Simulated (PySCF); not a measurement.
**A search over the determinants of TaO**

Unrestricted PBE0; PySCF, scalar-relativistic core potentials, basis sets Ta def2-TZVPP with ECP60, O def2-TZVPP. Outer shells of the fragments: Ta 5d3 6s2; O 2s2 2p4.

Followed along the bond (rough minima from three points):

| 2Ms+1 | unpaired | ⟨S²⟩ at the start | R at minimum (Å) | Te (eV) |
| --- | --- | --- | --- | --- |
| 2 | δ ↑ | 0.81 | 1.68 | 0.00 |
| 4 | σ ↑, δ ↑↑ | 3.84 | 1.70 | 0.13 |
| 2 | σ ↑, δ ↑↓ | 1.76 | 1.70 | 0.94 |
| 2 | σ ↓, δ ↑↑ | 1.78 | 1.70 | 1.28 |
| 4 | σ ↑, π ↑, δ ↑ | 3.81 | 1.72 | 1.29 |
| 4 | σ ↑, π ↑, δ ↑ | n/a | 1.72 | 1.30 |

Solutions found at the starting distance of 1.960 Å, counted from the lowest of them; the search is not exhaustive and high or unbound solutions are not listed, so other states can lie among these:

```json
{"2Ms+1": "4", "unpaired": "σ ↑, δ ↑↑", "term": "⁴Σ⁻", "E (eV)": "0.00", "⟨S²⟩": "3.84", "⟨Lz²⟩": "0.00", "μ (D)": "-5.78"}
{"2Ms+1": "2", "unpaired": "δ ↑", "term": "²Δ", "E (eV)": "0.16", "⟨S²⟩": "0.81", "⟨Lz²⟩": "4.01", "μ (D)": "-4.21"}
{"2Ms+1": "4", "unpaired": "σ ↑, π ↑, δ ↑", "term": "mixed", "E (eV)": "0.87", "⟨S²⟩": "3.81", "⟨Lz²⟩": "4.99", "μ (D)": "-4.85"}
{"2Ms+1": "2", "unpaired": "σ ↑, δ ↑↓", "term": "mixed", "E (eV)": "0.88", "⟨S²⟩": "1.76", "⟨Lz²⟩": "8.01", "μ (D)": "-5.49"}
{"2Ms+1": "2", "unpaired": "σ ↓, δ ↑↑", "term": "mixed", "E (eV)": "1.20", "⟨S²⟩": "1.78", "⟨Lz²⟩": "0.00", "μ (D)": "-4.74"}
{"2Ms+1": "2", "unpaired": "σ ↑", "term": "mixed", "E (eV)": "1.48", "⟨S²⟩": "0.76", "⟨Lz²⟩": "8.00", "μ (D)": "-5.45"}
{"2Ms+1": "2", "unpaired": "σ ↑, π ↓, δ ↑", "term": "mixed", "E (eV)": "1.53", "⟨S²⟩": "1.78", "⟨Lz²⟩": "4.84", "μ (D)": "-5.18"}
{"2Ms+1": "2", "unpaired": "σ ↑, π ↓, δ ↑", "term": "mixed", "E (eV)": "1.60", "⟨S²⟩": "1.77", "⟨Lz²⟩": "5.01", "μ (D)": "-5.15"}
{"2Ms+1": "4", "unpaired": "σ ↑↑, δ ↑", "term": "⁴Δ", "E (eV)": "1.64", "⟨S²⟩": "3.84", "⟨Lz²⟩": "4.00", "μ (D)": "-2.50"}
{"2Ms+1": "2", "unpaired": "σ ↓, π ↑, δ ↑", "term": "mixed", "E (eV)": "1.90", "⟨S²⟩": "1.73", "⟨Lz²⟩": "5.00", "μ (D)": "-5.03"}
{"2Ms+1": "4", "unpaired": "π ↑, δ ↑↑", "term": "⁴Π", "E (eV)": "2.29", "⟨S²⟩": "3.81", "⟨Lz²⟩": "1.07", "μ (D)": "-5.72"}
{"2Ms+1": "6", "unpaired": "σ ↑, π ↑↑, δ ↑↑", "term": "mixed", "E (eV)": "2.61", "⟨S²⟩": "8.75", "⟨Lz²⟩": "2.08", "μ (D)": "-2.39"}
{"2Ms+1": "6", "unpaired": "σ ↑, π ↑↑, δ ↑↑", "term": "mixed", "E (eV)": "2.83", "⟨S²⟩": "8.75", "⟨Lz²⟩": "2.12", "μ (D)": "-2.29"}
```

A term symbol is given only where ⟨S²⟩ and ⟨Lz²⟩ are close to those of a pure state; real π, δ and φ orbitals otherwise mix terms. A positive dipole means Ta(−)O(+).

Spin–orbit coupling is left out. With d or f electrons several states lie close, and the lowest PBE0 determinant need not be the measured ground state.
